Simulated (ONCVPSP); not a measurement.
# Varying the ONCV potential for hydrogen (H)

Base potential:

- Element: hydrogen
- Generator: ONCVPSP 4.0.1
- Type: optimised norm-conserving Vanderbilt (ONCV)
- Functional: PW91
- Relativity: scalar-relativistic
- Frozen core: none
- Valence charge: 1
- Reference configuration: 1s1
- Partial waves: 1s: rc 1.20 bohr, ncon 3, nbas 7, qcut 5.8 1/bohr, 2 projectors, debl 1.4 Ha; p scattering state at 0.2 Ha: rc 1.15 bohr, ncon 4, nbas 9, qcut 7.5 1/bohr, local
- Local potential: the p channel
- Core correction: none

Cutoffs, loose and tight: the cutoffs (Ha) at which the residual kinetic energy of the hardest occupied pseudo-wave falls to 1 and 0.1 mHa per electron. They do not see the model core or the augmentation charge, which bear on the density cutoff. Test errors are all-electron minus pseudo excitation energies from the reference, over the configurations 1s0.5. A dash means not determined; rows that change the core or the reference have their own tests.

```tsv
change	outcome	cutoff, loose	cutoff, tight	bound ghosts	GHOST(+) flags above zero
base	generated	12 Ha	18 Ha	none	none
all radii scaled by about 0.89 (s 1.06, p 1.02 bohr)	generated	14 Ha	39 Ha	none	none
all radii scaled by about 1.08 (s 1.30, p 1.24 bohr)	generated	11 Ha	16 Ha	none	none
```

What comes out with this change to the base: all radii scaled by about 0.83 (s 1.00, p 0.96 bohr)?

outcome: generated; cutoff, loose: 15 Ha; cutoff, tight: 67 Ha; bound ghosts: none; GHOST(+) flags above zero: none.

What comes out with this change to the base: all radii scaled by about 1.18 (s 1.42, p 1.36 bohr)?

outcome: generated; cutoff, loose: 11 Ha; cutoff, tight: 14 Ha; bound ghosts: none; GHOST(+) flags above zero: none.

What comes out with this change to the base: all radii scaled by about 1.32 (s 1.58, p 1.52 bohr)?

outcome: generated; cutoff, loose: 9.9 Ha; cutoff, tight: 13 Ha; bound ghosts: none; GHOST(+) flags above zero: none.

Reading the sweep of the scale of all radii (base = 1) (base included, trends over the rows without a ghost): The loose cutoff falls from 15 Ha at 0.83 to 9.9 Ha at 1.32. A larger radius leaves more room for a smooth pseudo-wave, so fewer plane waves are needed; a smaller one forces it to follow the all-electron wave where it bends sharply.
